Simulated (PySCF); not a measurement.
Computed shifts of a molecule C4H5Cl, KT2/pcSseg-1 run with PySCF, GIAO, gas phase, atoms alike by connectivity averaged where their shifts nearly agree, in ppm (number of nuclei): ¹³C: 147.2 (1), 134.3 (1), 118.6 (1), 115.3 (1). ¹H: 6.49 (1), 6.01 (1), 5.64 (1), 5.62 (2). References: ¹³C against TMS (σ = 185.1 ppm); ³⁵Cl against HCl (σ = 945.4 ppm); ¹H against TMS (σ = 31.47 ppm), references at their B3LYP-D3(BJ)/def2-TZVP geometries, non-relativistic (without spin–orbit terms, shifts of atoms bonded to Cl or Br come out too high). Coordinates come from a B3LYP-D3(BJ)/def2-SVP optimisation. Other conformers were not sampled.

**Question.** Which molecule gave these data?
A. ClC1=CCC1
B. C=CC(=C)Cl
C. C#CCCCl
D. C=C=C(C)Cl

**Answer.** B, C=CC(=C)Cl
